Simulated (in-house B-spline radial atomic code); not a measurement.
Successive ionisation energies of rhodium; each step leads to the configuration of the next row (after the last: bare). NIST's values go from ground level to ground level; the uncertainty of those that are theory runs from under 0.1 % in few-electron ions to several per cent in heavy many-electron ones. Computed with an all-electron radial atomic-structure program (B-spline basis): non-relativistic Hartree-Fock, average of the configuration, point nuclei.

This level leaves out relativity, spin-orbit splitting included, which matters for heavy ions.

```
  ion  configuration  ionisation energy (eV)  tabulated value (eV)    tabulated kind  computed minus tabulated (eV)  highest orbital  largest mean radius (bohr)
Rh29+   [Ne] 3s2 3p4                  1671.9                1677.6    semi-empirical                             -6               3p                      0.3579
Rh30+   [Ne] 3s2 3p3                  1739.2                  1763    semi-empirical                            -24               3p                     0.35554
Rh31+   [Ne] 3s2 3p2                  1807.3                  1851    semi-empirical                            -44               3p                      0.3532
Rh32+   [Ne] 3s2 3p1                  1876.4                  1903    semi-empirical                            -27               3p                      0.3509
Rh33+       [Ne] 3s2                       ?                     ?    semi-empirical                              ?                ?                           ?
Rh34+       [Ne] 3s1                       ?                     ?    semi-empirical                              ?                ?                           ?
Rh35+   [He] 2s2 2p6                  5002.9                  5018    semi-empirical                            -15               2p                     0.14386
Rh36+   [He] 2s2 2p5                  5192.2                  5203    semi-empirical                            -11               2p                     0.14286
Rh37+   [He] 2s2 2p4                  5384.4                  5406    semi-empirical                            -22               2p                     0.14186
Rh38+   [He] 2s2 2p3                  5579.4                  5600    semi-empirical                            -21               2p                     0.14088
Rh39+   [He] 2s2 2p2                  5777.2                  5940    semi-empirical                           -163               2p                     0.13991
Rh40+   [He] 2s2 2p1                       ?                     ?    semi-empirical                              ?                ?                           ?
Rh41+       [He] 2s2                  6228.9                  6444    semi-empirical                           -215               2s                     0.13801
Rh42+       [He] 2s1                  6407.4              6623.262  tabulated theory                           -216               2s                     0.13713
Rh43+            1s2                 26789.2              27486.98  tabulated theory                           -698               1s                    0.033614
Rh44+            1s1                 27551.5              28312.03  tabulated theory                           -761               1s                    0.033333
```

**Question.** Fill in the row of Rh33+.

**Answer.** ionisation energy (eV): 2006.1; tabulated value (eV): 2063; computed minus tabulated (eV): -57; highest orbital: 3s; largest mean radius (bohr): 0.34863.

**Question.** Fill in the row of Rh34+.

**Answer.** ionisation energy (eV): 2076.2; tabulated value (eV): 2129.22; computed minus tabulated (eV): -53; highest orbital: 3s; largest mean radius (bohr): 0.34612.

**Question.** Fill in the row of Rh40+.

**Answer.** ionisation energy (eV): 5977.7; tabulated value (eV): 6161; computed minus tabulated (eV): -183; highest orbital: 2p; largest mean radius (bohr): 0.13895.

**Question.** Where is the largest jump?

**Answer.** From Rh42+ to Rh43+, by a factor of 4.18 (6407.4 to 26789 eV); the highest orbital goes from 2s to 1s.

**Question.** How far is this level of theory from the measured and semi-empirical values?

**Answer.** Over those 13 rows the differences run from -215 to -5.74 eV (mean absolute value 65 eV). The calculation leaves out relativity, correlation and, in open shells, the multiplet splittings that an average leaves out.
